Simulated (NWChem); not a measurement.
System: C₄H₉O, doublet; SMILES CCCC[O]

Here is an NWChem input.

```
start job
memory heap 200 mb stack 900 mb global 1100 mb
geometry units angstroms noautosym nocenter noautoz
  C     -0.196790    -2.352579     0.170117
  C     -0.358171    -0.919850    -0.334996
  C      0.705970     0.044420     0.194913
  C      0.433713     1.501670    -0.202471
  O     -0.751016     2.024370     0.165593
  H      0.783611    -2.781066    -0.126867
  H     -0.252448    -2.396898     1.277975
  H     -0.986984    -3.019018    -0.230609
  H     -1.351872    -0.516156    -0.043565
  H     -0.340407    -0.907391    -1.448343
  H      0.737931    -0.008033     1.306046
  H      1.718878    -0.247379    -0.161616
  H      1.283320     2.187246     0.091992
  H      0.477648     1.605749    -1.333077
end
basis spherical
  * library def2-svp
end
dft
  odft
  mult 2
  xc m06-2x
  iterations 150
end
cosmo
  do_cosmo_smd true
  solvent water
end
task dft energy
```

NWChem printed, in part:

```
             Northwest Computational Chemistry Package (NWChem) 7.3.0
             --------------------------------------------------------

                             Geometry "geometry" -> ""
                             -------------------------

 Output coordinates in angstroms (scale by  1.889725989 to convert to a.u.)

  No.       Tag          Charge          X              Y              Z
 ---- ---------------- ---------- -------------- -------------- --------------
    1 C                    6.0000    -0.19679000    -2.35257900     0.17011700
    2 C                    6.0000    -0.35817100    -0.91985000    -0.33499600
    3 C                    6.0000     0.70597000     0.04442000     0.19491300
    4 C                    6.0000     0.43371300     1.50167000    -0.20247100
    5 O                    8.0000    -0.75101600     2.02437000     0.16559300
    6 H                    1.0000     0.78361100    -2.78106600    -0.12686700
    7 H                    1.0000    -0.25244800    -2.39689800     1.27797500
    8 H                    1.0000    -0.98698400    -3.01901800    -0.23060900
    9 H                    1.0000    -1.35187200    -0.51615600    -0.04356500
   10 H                    1.0000    -0.34040700    -0.90739100    -1.44834300
   11 H                    1.0000     0.73793100    -0.00803300     1.30604600
   12 H                    1.0000     1.71887800    -0.24737900    -0.16161600
   13 H                    1.0000     1.28332000     2.18724600     0.09199200
   14 H                    1.0000     0.47764800     1.60574900    -1.33307700

 Effective nuclear repulsion energy (a.u.)     177.5577686978

                                 NWChem DFT Module
                                 -----------------

 Summary of "ao basis" -> "ao basis" (spherical)
 ------------------------------------------------------------------------------
       Tag                 Description            Shells   Functions and Types
 ---------------- ------------------------------  ------  ---------------------
 C                          def2-svp                 6       14   3s2p1d
 O                          def2-svp                 6       14   3s2p1d
 H                          def2-svp                 3        5   2s1p

 in cosmo_initialize ...
 calling solv_data for solv:h2o

 solvent parameters
 solvname_short: h2o
 solvname_long:  water
 dielec:       78.4000
 dielecinf:     1.7769
 aqueous SMD model solvent descriptors
 dielec:       78.4000
 sola:          0.8200

          ---------------
          -cosmo- solvent
          ---------------
 Cosmo: York-Karplus, doi: 10.1021/jp992097l
 dielectric constant -eps-     =  78.40
 screen = (eps-1)/(eps    )    =   0.98724
 surface charge correction     = lagrangian

   van der Waals surface
 --------------------------

 ---------- ATOMIC COORDINATES (A.U.) ------------ VDWR(ANG.) --
     1   -0.37187918   -4.44572968    0.32147452     1.850
     2   -0.67684505   -1.73826445   -0.63305065     1.850
     3    1.33408986    0.08394163    0.36833216     1.850
     4    0.81959873    2.83774483   -0.38261471     1.850
     5   -1.41921445    3.82550460    0.31292540     1.520
     6    1.48081007   -5.25545270   -0.23974387     1.200
     7   -0.47705755   -4.52948044    2.41502257     1.200
     8   -1.86512932   -5.70511677   -0.43578782     1.200
     9   -2.55466765   -0.97539341   -0.08232591     1.200
    10   -0.64327595   -1.71472035   -2.73697141     1.200
    11    1.39448739   -0.01518017    2.46806907     1.200
    12    3.24820843   -0.46747853   -0.30540996     1.200
    13    2.42512316    4.13329561    0.17383967     1.200
    14    0.90262384    3.03442562   -2.51915025     1.200
 number of segments per atom =        128
 number of   points per atom =        128
 atom (   nspa,  nppa )
 ----------------------
    1 (     56,     0 )       0
    2 (     33,     0 )       0
    3 (     33,     0 )       0
    4 (     44,     0 )       0
    5 (     79,     0 )       0
    6 (     57,     0 )       0
    7 (     57,     0 )       0
    8 (     56,     0 )       0
    9 (     56,     0 )       0
   10 (     58,     0 )       0
   11 (     57,     0 )       0
   12 (     57,     0 )       0
   13 (     57,     0 )       0
   14 (     57,     0 )       0
 number of -cosmo- surface points =      757
 molecular surface =    113.964 angstrom**2
 molecular volume  =     92.734 angstrom**3
 -lineq- algorithm             =   0
 -bem- low  level              =   3
 -bem- from -octahedral-
 gaussian surface charge width =   4.50000
 degree of switching           =   1.00000
 switching function tolerance  =   0.00010
 atomic radii =
 --------------
    1  6.000  1.850
    2  6.000  1.850
    3  6.000  1.850
    4  6.000  1.850
    5  8.000  1.520
    6  1.000  1.200
    7  1.000  1.200
    8  1.000  1.200
    9  1.000  1.200
   10  1.000  1.200
   11  1.000  1.200
   12  1.000  1.200
   13  1.000  1.200
   14  1.000  1.200
 ...... end of -cosmo- initialization ......

 nat:                    14
 ixmem:                 10563
 calling mnsol_interface()
 G(SMD-CDS) energy (kcal/mol)  =     2.845
 SMD-CDS SASA (angstrom**2)    =   155.981

            General Information
            -------------------
          SCF calculation type: DFT
          Wavefunction type:  spin polarized.
          No. of atoms     :    14
          No. of electrons :    41
           Alpha electrons :    21
            Beta electrons :    20
          Charge           :     0
          Spin multiplicity:     2
          Use of symmetry is: off; symmetry adaption is: off
          Maximum number of iterations: 150
          AO basis - number of functions:   115
                     number of shells:    57
          Convergence on energy requested:  1.00D-06
          Convergence on density requested:  1.00D-05
          Convergence on gradient requested:  5.00D-04

              XC Information
              --------------
                       M06-2X Method XC Functional
                     Hartree-Fock (Exact) Exchange  0.540
                        M06-2X Exchange Functional  1.000
                      M06-2X Correlation Potential  1.000

[...]

                                COSMO-SMD solvation results
                                ---------------------------

             internal energy in gas <Psi(g)|H|Psi(g)> =      -232.694695725874
         internal energy in solvent <Psi(s)|H|Psi(s)> =      -232.692787346357
                               delta internal energy  =         0.001908379517 (    1.20 kcal/mol)
   total free energy in solvent <Psi(s)|H+V/2|Psi(s)> =      -232.702191833234
 polarization energy contribution <Psi(s)|V/2|Psi(s)> =        -0.009404486877 (   -5.90 kcal/mol)
    total free energy in solvent including G(SMD-CDS) =      -232.697658457738
                       G(SMD-CDS) energy contribution =         0.004533375495 (    2.84 kcal/mol)
     1 M fixed-concentration free energy of solvation =        -0.002962731865 (   -1.86 kcal/mol)

                    DFT Final Alpha Molecular Orbital Analysis
                    ------------------------------------------

 Vector   19  Occ=1.000000D+00  E=-3.834805D-01
              MO Center= -8.3D-02, -9.4D-01, -1.1D-01, r^2= 3.1D+00
   Bfn.  Coefficient  Atom+Function         Bfn.  Coefficient  Atom+Function
  ----- ------------  ---------------      ----- ------------  ---------------
    86      0.285004   9 H  s                91     -0.234007  10 H  s
    20      0.219077   2 C  pz               18     -0.214306   2 C  px
   101      0.207077  12 H  s                71      0.190795   6 H  s
    87      0.164273   9 H  s                76     -0.162382   7 H  s
    32      0.155944   3 C  px                6     -0.141724   1 C  pz

 Vector   20  Occ=1.000000D+00  E=-3.707518D-01
              MO Center=  1.8D-01,  9.4D-01, -1.5D-01, r^2= 3.3D+00
   Bfn.  Coefficient  Atom+Function         Bfn.  Coefficient  Atom+Function
  ----- ------------  ---------------      ----- ------------  ---------------
    62      0.335692   5 O  pz              111      0.303354  14 H  s
    48     -0.253899   4 C  pz               65      0.250920   5 O  pz
    34      0.204480   3 C  pz               96      0.199571  11 H  s
   106     -0.192698  13 H  s               112      0.162416  14 H  s
    97      0.144251  11 H  s                18     -0.134990   2 C  px

 Vector   21  Occ=1.000000D+00  E=-3.558454D-01
              MO Center= -2.9D-02,  1.0D+00,  5.3D-02, r^2= 3.4D+00
   Bfn.  Coefficient  Atom+Function         Bfn.  Coefficient  Atom+Function
  ----- ------------  ---------------      ----- ------------  ---------------
    61      0.411303   5 O  py               64      0.320586   5 O  py
    33      0.295949   3 C  py               47     -0.259911   4 C  py
   106     -0.225466  13 H  s                36      0.169576   3 C  py
    60      0.158112   5 O  px               31      0.139054   3 C  s
     5      0.134933   1 C  py               19     -0.134400   2 C  py

 Vector   22  Occ=0.000000D+00  E= 1.026889D-01
              MO Center=  3.7D-01, -9.9D-01, -1.9D-01, r^2= 7.3D+00
   Bfn.  Coefficient  Atom+Function         Bfn.  Coefficient  Atom+Function
  ----- ------------  ---------------      ----- ------------  ---------------
     3      1.361032   1 C  s                17      1.060609   2 C  s
    31      1.042919   3 C  s               102     -0.803344  12 H  s
    92     -0.789931  10 H  s                72     -0.747467   6 H  s
    77     -0.630707   7 H  s                97     -0.630129  11 H  s
    82     -0.610017   8 H  s                87     -0.587311   9 H  s

 Vector   23  Occ=0.000000D+00  E= 1.213838D-01
              MO Center=  4.1D-01, -4.2D-03, -2.2D-01, r^2= 9.6D+00
   Bfn.  Coefficient  Atom+Function         Bfn.  Coefficient  Atom+Function
  ----- ------------  ---------------      ----- ------------  ---------------
     3      1.666613   1 C  s                45     -1.500171   4 C  s
   107      1.016916  13 H  s               112      1.017106  14 H  s
    82     -0.816411   8 H  s                77     -0.808967   7 H  s
   102      0.554867  12 H  s                31     -0.512892   3 C  s
    87     -0.481113   9 H  s                49     -0.470648   4 C  px

 Vector   24  Occ=0.000000D+00  E= 1.372281D-01
              MO Center=  3.3D-01, -1.6D-01,  1.3D-01, r^2= 7.3D+00
   Bfn.  Coefficient  Atom+Function         Bfn.  Coefficient  Atom+Function
  ----- ------------  ---------------      ----- ------------  ---------------
    31      1.455615   3 C  s                17     -1.284377   2 C  s
    97     -1.290572  11 H  s                92      1.053905  10 H  s
   107     -0.704271  13 H  s               112      0.678884  14 H  s
    77     -0.637581   7 H  s                82      0.446927   8 H  s
    37      0.407086   3 C  pz               51      0.391381   4 C  pz

                     DFT Final Beta Molecular Orbital Analysis
                     -----------------------------------------

 Vector   18  Occ=1.000000D+00  E=-3.905387D-01
              MO Center= -2.2D-02, -8.5D-01, -4.0D-02, r^2= 3.3D+00
   Bfn.  Coefficient  Atom+Function         Bfn.  Coefficient  Atom+Function
  ----- ------------  ---------------      ----- ------------  ---------------
    18      0.294170   2 C  px               32     -0.267208   3 C  px
     4     -0.202570   1 C  px               86     -0.197087   9 H  s
    81      0.190923   8 H  s                34     -0.153337   3 C  pz
    71     -0.150509   6 H  s                35     -0.145885   3 C  px
   101     -0.139816  12 H  s                20      0.134460   2 C  pz

 Vector   19  Occ=1.000000D+00  E=-3.817903D-01
              MO Center= -1.5D-02, -8.5D-01, -9.7D-02, r^2= 3.1D+00
   Bfn.  Coefficient  Atom+Function         Bfn.  Coefficient  Atom+Function
  ----- ------------  ---------------      ----- ------------  ---------------
    91     -0.273572  10 H  s                20      0.264265   2 C  pz
    86      0.237018   9 H  s                96     -0.206381  11 H  s
    34     -0.198903   3 C  pz              101      0.180401  12 H  s
    76     -0.176325   7 H  s                 6     -0.158975   1 C  pz
    92     -0.158417  10 H  s                71      0.151857   6 H  s

 Vector   20  Occ=1.000000D+00  E=-3.368214D-01
              MO Center= -1.5D-01,  1.4D+00,  7.2D-02, r^2= 2.7D+00
   Bfn.  Coefficient  Atom+Function         Bfn.  Coefficient  Atom+Function
  ----- ------------  ---------------      ----- ------------  ---------------
    61      0.450750   5 O  py               64      0.366862   5 O  py
    33      0.273029   3 C  py               47     -0.230297   4 C  py
   106     -0.192642  13 H  s                31      0.189813   3 C  s
    36      0.176975   3 C  py               60      0.162646   5 O  px
    62     -0.146982   5 O  pz               63      0.117027   5 O  px

 Vector   21  Occ=0.000000D+00  E=-8.153925D-02
              MO Center= -4.0D-01,  1.9D+00, -2.3D-02, r^2= 1.6D+00
   Bfn.  Coefficient  Atom+Function         Bfn.  Coefficient  Atom+Function
  ----- ------------  ---------------      ----- ------------  ---------------
    62      0.496524   5 O  pz               65      0.466094   5 O  pz
   112      0.280703  14 H  s                17     -0.247187   2 C  s
   111      0.241197  14 H  s               107     -0.226258  13 H  s
   106     -0.184834  13 H  s                60      0.180890   5 O  px
    63      0.171147   5 O  px               97      0.143414  11 H  s

 Vector   22  Occ=0.000000D+00  E= 1.018447D-01
              MO Center=  4.7D-01, -6.9D-01, -2.8D-01, r^2= 7.5D+00
   Bfn.  Coefficient  Atom+Function         Bfn.  Coefficient  Atom+Function
  ----- ------------  ---------------      ----- ------------  ---------------
     3      1.205865   1 C  s                31      1.062024   3 C  s
    17      1.008119   2 C  s               102     -0.817378  12 H  s
    92     -0.797368  10 H  s                72     -0.689831   6 H  s
    45      0.673783   4 C  s                97     -0.613979  11 H  s
   112     -0.607175  14 H  s                77     -0.561026   7 H  s

 Vector   23  Occ=0.000000D+00  E= 1.187350D-01
              MO Center=  3.0D-01, -1.9D-01, -1.9D-01, r^2= 9.9D+00
   Bfn.  Coefficient  Atom+Function         Bfn.  Coefficient  Atom+Function
  ----- ------------  ---------------      ----- ------------  ---------------
     3      1.779632   1 C  s                45     -1.538183   4 C  s
   112      1.067796  14 H  s               107      0.972026  13 H  s
    77     -0.866879   7 H  s                82     -0.835272   8 H  s
    72     -0.553854   6 H  s                87     -0.499758   9 H  s
    49     -0.454667   4 C  px               22      0.398755   2 C  py

   alpha - beta orbital overlaps
   -----------------------------

   alpha      1      2      3      4      5      6      7      8      9     10
    beta      1      2      3      4      5      6      7      8      9     10
 overlap   1.000  1.000  0.999  0.999  1.000  0.997  0.998  0.993  0.983  0.982

   alpha     11     12     13     14     15     16     17     18     19     20
    beta     12     11     13     14     15     16     17     18     19     21
 overlap   0.567  0.833  0.836  0.796  0.814  0.784  0.953  0.737  0.939  0.702

   alpha     21     22     23     24     25     26     27     28     29     30
    beta     20     22     23     24     25     26     27     28     29     30
 overlap   0.979  0.994  0.993  0.998  0.999  0.983  0.983  0.994  0.999  0.998

[...]
```

Level: M06-2X/def2-SVP, spin-unrestricted, SMD on the gas-phase geometry. All runs use the structure optimised with PBE-D3(BJ)/def2-SVP, spin-unrestricted. No stability test was run on the SCF state. Solvent: water.
